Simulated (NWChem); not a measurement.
# C₃H₆BCl; SMILES C(B(C)Cl)=C

```xyz
11

B     -0.2155     0.0159    -0.1015
Cl     0.4100     1.6680    -0.2886
C     -1.7694    -0.1644    -0.0608
H     -2.2161     0.2452    -0.9825
H     -2.1923     0.4342     0.7637
H     -2.1068    -1.2038     0.0563
C      0.8406    -1.1164     0.0064
C      0.5146    -2.4111     0.1511
H      1.9052    -0.8558    -0.0365
H      1.2698    -3.2013     0.2262
H     -0.5292    -2.7395     0.2010
```
Atoms are numbered in this order, from 1.

Level: PBE0/def2-SVP (NWChem), optimised geometry, unscaled harmonic frequencies. 

Question: List the harmonic frequencies with IR intensities, and the thermochemistry.

Answer: 
```
frequency (cm⁻¹)  IR intensity (km/mol)
----------------  ---------------------
58                                  1.3
81                                  0.4
224                                 0.6
296                                 1.0
355                                 0.4
396                                 1.3
587                                 4.6
634                                16.4
806                                23.1
852                                25.3
991                                23.6
1015                               31.6
1054                                8.2
1062                              218.6
1185                               44.0
1297                               12.7
1330                              111.2
1426                                5.8
1429                               34.5
1431                               42.0
1691                               59.9
3055                                0.2
3137                                1.0
3149                               10.4
3169                               12.3
3173                                3.1
3247                                6.5
```

| Property | Result |
|---|---|
| zero-point energy | 53.1 kcal/mol |
| thermal correction to the enthalpy at 298.15 K (with zero-point energy) | 57.8 kcal/mol |
| heat capacity Cv | 21.9 cal/(mol K) |
| entropy at 298.15 K and 1 atm (symmetry number 1) | 81.7 cal/(mol K) |
| dipole moment | 1.85 D |

Rigid rotor and harmonic oscillator; modes under 100 cm⁻¹ make the entropy uncertain.
